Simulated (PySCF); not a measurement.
H3Al, charge -1, doublet, geometry from GFN2-xTB (such geometries of metal compounds can be far from the true shape) (a state made from the parent by changing its charge; the spin is typed, not shown lowest) (a gas-phase anion, which may not be bound at this level); HF/def2-TZVP (PySCF).

Input for PySCF:
```python
from pyscf import gto, scf

mol = gto.M(
    atom='''
Al   -0.12972065   -0.01446946    0.05836432
H     1.19133358   -0.37622840    1.03675527
H     0.28965596    1.51791039   -0.49772732
H     0.20537886   -0.95357897   -1.29776411
''',
    basis='def2-tzvp',
    charge=-1,
    spin=1,
    verbose=4,
)

mf = scf.ROHF(mol)
mf.kernel()
```

What the program printed (banner, timings and long lists left out):

```
PySCF version 2.14.0

[INPUT] verbose = 4
[INPUT] num. atoms = 4
[INPUT] num. electrons = 17
[INPUT] charge = -1
[INPUT] spin (= nelec alpha-beta = 2S) = 1
[INPUT] symmetry False subgroup None
[INPUT] Mole.unit = angstrom
[INPUT] Symbol           X                Y                Z      unit          X                Y                Z       unit  Magmom
[INPUT]  1 Al    -0.129720650000  -0.014469460000   0.058364320000 AA   -0.245136501201  -0.027343316570   0.110292580246 Bohr   0.0
[INPUT]  2 H      1.191333580000  -0.376228400000   1.036755270000 AA    2.251294189198  -0.710968636283   1.959183518500 Bohr   0.0
[INPUT]  3 H      0.289655960000   1.517910390000  -0.497727320000 AA    0.547370434748   2.868434918732  -0.940568319514 Bohr   0.0
[INPUT]  4 H      0.205378860000  -0.953578970000  -1.297764110000 AA    0.388109797175  -1.802003091445  -2.452418742190 Bohr   0.0

nuclear repulsion = 12.8716086007018
number of shells = 25
number of NR pGTOs = 87
number of NR cGTOs = 55
basis = def2-tzvp
ecp = {}

******** <class 'pyscf.scf.rohf.ROHF'> ********
method = ROHF
initial guess = minao
damping factor = 0
level_shift factor = 0
DIIS = <class 'pyscf.scf.diis.CDIIS'>
diis_start_cycle = 1
diis_space = 8
diis_damp = 0
SCF conv_tol = 1e-09
SCF conv_tol_grad = None
SCF max_cycles = 50
direct_scf = True
direct_scf_tol = 1e-13
num. doubly occ = 8  num. singly occ = 1
Set gradient conv threshold to 3.16228e-05
init E= -243.157092401146
  HOMO = -0.0750853780417255  LUMO = 0.106792005423836  gap/eV = 4.94914
cycle= 1 E= -243.597831101735  delta_E= -0.441  |g|= 0.172  |ddm|= 0.995
  HOMO = 0.0986252031815038  LUMO = 0.306055227148044  gap/eV = 5.64446
cycle= 2 E= -243.623762010061  delta_E= -0.0259  |g|= 0.0428  |ddm|= 0.396
  HOMO = 0.0928751196679922  LUMO = 0.302238669306742  gap/eV = 5.69707
cycle= 3 E= -243.626184209834  delta_E= -0.00242  |g|= 0.0101  |ddm|= 0.0925
  HOMO = 0.0945853398125198  LUMO = 0.303173048152141  gap/eV = 5.67596
cycle= 4 E= -243.626358580194  delta_E= -0.000174  |g|= 0.00216  |ddm|= 0.026
  HOMO = 0.0958923991461784  LUMO = 0.303518444321589  gap/eV = 5.64979
cycle= 5 E= -243.626365435667  delta_E= -6.86e-06  |g|= 0.000571  |ddm|= 0.00682
  HOMO = 0.0958457123231131  LUMO = 0.30349697906838  gap/eV = 5.65048
cycle= 6 E= -243.626365984213  delta_E= -5.49e-07  |g|= 0.00013  |ddm|= 0.00232
  HOMO = 0.095869627633153  LUMO = 0.303500887603811  gap/eV = 5.64993
cycle= 7 E= -243.626366002975  delta_E= -1.88e-08  |g|= 1.74e-05  |ddm|= 0.000509
  HOMO = 0.0958748864509804  LUMO = 0.303502032314492  gap/eV = 5.64982
cycle= 8 E= -243.626366003428  delta_E= -4.53e-10  |g|= 3.07e-06  |ddm|= 8.7e-05
  HOMO = 0.0958738026729637  LUMO = 0.303501719601472  gap/eV = 5.64984
Extra cycle  E= -243.626366003439  delta_E= -1.04e-11  |g|= 1.23e-06  |ddm|= 7.89e-06
converged SCF energy = -243.626366003439
```
